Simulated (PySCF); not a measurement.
Be(Me)(GeH3) (CH₆BeGe), SMILES [Be]([GeH3])[CH3]. Geometry optimised at PBE0-D3(BJ)/def2-TZVP.

Computed equilibrium geometry at PBE0-D3(BJ)/def2-TZVP (PySCF confirms it by a frequency run) as a Z-matrix, and its point group:
point group C3.
```
Be
C 1 1.6730
H 2 1.0959 1 111.90
H 2 1.0959 3 106.93 1 -122.87
H 2 1.0959 3 106.93 4 -114.26
Ge 1 2.2052 3 153.97 2 -180.00
H 6 1.5439 1 113.04 3 -63.62
H 6 1.5439 7 105.68 1 124.13
H 6 1.5439 7 105.68 8 111.73
```
Charge 0, spin multiplicity 1.
